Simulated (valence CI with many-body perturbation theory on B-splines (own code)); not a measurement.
## Dy²⁷⁺: calculated level list

Method: configuration interaction combined with many-body perturbation theory (CI+MBPT): three valence electrons over a frozen Dirac-Fock core [Kr], radial functions for each j: 9 s, 9 p, 10 d, 8 f, 5 g, 3 h, 1 i, with the one-electron correlation potential Σ1, the two-electron term Σ2, the three-electron term Σ3, Breit, model QED; selected CI, second order for the rest (own B-spline code, finite nucleus).

No measured spectrum was set against this ion. As an estimate, large intervals hold to a few tenths of a per cent, small ones and those within an open d or f shell to about a per cent. Only levels of the ground parity were solved; by the run's estimate the other parity begins above the list, which can be wrong where configurations are misplaced.

Levels 1 to 19 of 19, with energies above the lowest level, (4d3/2^3) J=3/2. "Leading %" is the weight of the configuration and term that name the level; weights of strongly mixed levels are sums over their largest components and can fall short. In the jj column 3d3/2^4 stands for four electrons in 3d with j = 3/2.

```
No.  Configuration  Term     J  E (cm⁻¹)  Leading %  Second component             Leading jj
  1            4d³    ⁴F   3/2       0.0         60       30 % 4d³ ²D         4d3/2^3 (92 %)
  2            4d³    ⁴F   5/2     56354         88       11 % 4d³ ²D   4d3/2^2 4d5/2 (96 %)
  3            4d³    ⁴P   3/2     74772         42       31 % 4d³ ²P   4d3/2^2 4d5/2 (94 %)
  4            4d³    ⁴F   7/2     79115         52       38 % 4d³ ²G   4d3/2^2 4d5/2 (87 %)
  5            4d³    ²G   9/2     84133         43       36 % 4d³ ²H   4d3/2^2 4d5/2 (95 %)
  6            4d³    ⁴P   1/2     86310         63       36 % 4d³ ²P   4d3/2^2 4d5/2 (99 %)
  7            4d³    ⁴P   5/2    130110         66       22 % 4d³ ²D   4d3/2^2 4d5/2 (71 %)
  8            4d³    ²G   7/2    138610         49       47 % 4d³ ⁴F   4d3/2 4d5/2^2 (91 %)
  9            4d³    ⁴F   9/2    147040         53       45 % 4d³ ²H   4d3/2 4d5/2^2 (90 %)
 10            4d³    ⁴P   3/2    159550         41       41 % 4d³ ²D   4d3/2 4d5/2^2 (98 %)
 11            4d³    ²P   1/2    166290         63       36 % 4d³ ⁴P   4d3/2 4d5/2^2 (99 %)
 12            4d³    ²H  11/2    172460        100                    4d3/2 4d5/2^2 (100 %)
 13            4d³    ²D   5/2    177780         64       19 % 4d³ ²F   4d3/2 4d5/2^2 (71 %)
 14            4d³    ²F   5/2    188240         48       35 % 4d³ ²D   4d3/2 4d5/2^2 (93 %)
 15            4d³    ²F   7/2    195430         87       12 % 4d³ ²G   4d3/2 4d5/2^2 (95 %)
 16            4d³    ²G   9/2    226290         56       26 % 4d³ ⁴F         4d5/2^3 (94 %)
 17            4d³    ²P   3/2    228990         44       44 % 4d³ ²D   4d3/2 4d5/2^2 (56 %)
 18            4d³    ²D   3/2    270210         80       14 % 4d³ ²P         4d5/2^3 (57 %)
 19            4d³    ²D   5/2    290630         68       21 % 4d³ ²F         4d5/2^3 (88 %)
```

The ionisation energy to 4d² ³F2 of the next ion comes out as 969.62 eV (NIST: 969 ± 4 eV (theoretical)). All 19 levels together are meant to be complete up to 302250 cm⁻¹.
